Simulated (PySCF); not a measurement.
C₅H₇F₅O.
Structure used (PBE0-D3(BJ)/def2-SVP), in Å, numbered top down from 1:
```
atom  x, y, z in Å
C1     1.7083   -1.4127   -0.3405
O2     0.9166   -0.7159    0.5850
C3     0.4761    0.5514    0.2132
C4     0.1467    1.3262    1.4725
C5    -0.6914    0.4833   -0.7841
F6    -0.2263    0.1075   -1.9983
F7    -1.2344    1.7097   -0.9253
C8    -1.8393   -0.4921   -0.4486
F9    -1.4301   -1.7507   -0.5286
F10   -2.3063   -0.2725    0.7777
F11   -2.8358   -0.3220   -1.3090
H12    2.1284   -2.2801    0.1863
H13    2.5414   -0.7851   -0.7093
H14    1.1312   -1.7726   -1.2078
H15    1.2616    1.0915   -0.3573
H16   -0.5972    0.7897    2.0749
H17    1.0643    1.4271    2.0674
H18   -0.2358    2.3262    1.2324
```

Method used: PBE0-D3(BJ)/def2-SVP geometry optimisation, gas phase (PySCF).

Masses are those of the commonest isotopes; rigid-rotor values at the optimised geometry. The values belong to one conformer with, in the numbering `[CH3:1][O:2][C@H:3]([CH3:4])[C:5]([F:6])([F:7])[C:8]([F:9])([F:10])[F:11]`, C1–O2–C3–C4 -158°, O2–C3–C5–F6 -74°.

Give the principal moments of inertia and the rotational constants in GHz.

Ia = 355.94, Ib = 506.70, Ic = 555.85 u·Å²; 505379 MHz·u·Å²/I gives 1420, 997.4 and 909.2 MHz, that is A = 1.4198, B = 0.9974, C = 0.9092 GHz.

Classify the top.

An asymmetric top: κ = (2 × 997.4 − 1420 − 909.2)/(1420 − 909.2) = -0.65.

What does the inertial defect say?

Not planar: Δ = Ic − Ia − Ib = -306.80 u·Å². For a rigid frame Δ = −2 Σ m c², so Σ m c² = 153.40 u·Å² lies off the ab plane: 7.62 from hydrogen and 145.78 from heavier atoms. The atom farthest from that plane is 1.83 Å away.

Give the other two planar moments, Paa and Pbb, and the rms extents of the mass along the axes.

Paa = Σ m a² = (Ib + Ic − Ia)/2 = 353.30 and Pbb = Σ m b² = (Ia + Ic − Ib)/2 = 202.54 u·Å². With the mass M = 178.04 u, the rms extents √(P/M) along a, b and c are 1.41, 1.07, 0.93 Å.

Which lines would a microwave search look for?

The dipole components are |μa| = 2.00 D, |μb| = 0.38 D, |μc| = 0.35 D. Intensities carry the squares of the components, which stand as 1.00 : 0.04 : 0.03 (a : b : c). Some lines, for components of 0.1 D or more:

| type | branch | J(Ka,Kc) | MHz | lower level (cm⁻¹) |
| --- | --- | --- | --- | --- |
| c | Q | 2(1,2) ← 2(0,2) | 347 | 0.190 |
| c | Q | 1(1,1) ← 1(0,1) | 422 | 0.064 |
| b | Q | 1(1,0) ← 1(0,1) | 511 | 0.064 |
| a | Q | 3(1,2) ← 3(1,3) | 528 | 0.388 |
| b | Q | 2(1,1) ← 2(0,2) | 611 | 0.190 |
| b | Q | 2(2,0) ← 2(1,1) | 1280 | 0.211 |
| b | Q | 2(2,1) ← 2(1,2) | 1532 | 0.202 |
| b | Q | 3(2,2) ← 3(1,3) | 1671 | 0.388 |
| b | Q | 3(3,1) ← 3(2,2) | 2340 | 0.444 |
| a | R | 2(1,2) ← 1(1,1) | 3725 | 0.078 |
| a | R | 2(0,2) ← 1(0,1) | 3801 | 0.064 |
| a | R | 2(1,1) ← 1(1,0) | 3901 | 0.081 |
| b | R | 2(1,2) ← 1(0,1) | 4147 | 0.064 |
| c | R | 2(1,1) ← 1(0,1) | 4412 | 0.064 |
| b | R | 3(1,2) ← 2(2,1) | 4576 | 0.253 |
| b | R | 2(2,1) ← 1(1,0) | 5169 | 0.081 |
| c | R | 2(2,0) ← 1(1,0) | 5181 | 0.081 |
| b | R | 2(2,0) ← 1(1,1) | 5269 | 0.078 |
| b | R | 3(0,3) ← 2(1,2) | 5325 | 0.202 |
| a | R | 3(2,1) ← 2(2,0) | 5768 | 0.253 |
| a | R | 3(1,2) ← 2(1,1) | 5844 | 0.211 |
| c | R | 3(1,2) ← 2(0,2) | 6455 | 0.190 |
| c | R | 3(2,1) ← 2(1,1) | 7048 | 0.211 |
| c | R | 3(2,2) ← 2(1,2) | 7252 | 0.202 |
| b | R | 3(2,1) ← 2(1,2) | 7312 | 0.202 |
| b | R | 3(3,1) ← 2(2,0) | 8047 | 0.253 |
| c | R | 3(3,1) ← 2(2,1) | 8060 | 0.253 |
| b | R | 3(3,0) ← 2(2,1) | 8061 | 0.253 |

Estimate the classical rotational partition function at 10 K, 298.15 K and 500 K.

Point group C1, symmetry number σ = 1; q = (√π/σ)·√((kT/h)³/(ABC)), k/h = 20836.6 MHz/K: 4700 at 10 K, 765000 at 298.15 K, 1660000 at 500 K.

Stationary, but not proved a minimum. Zero-point vibration and centrifugal distortion are left out. A rigid rotor knows nothing of internal rotation, which can split or shift real lines.
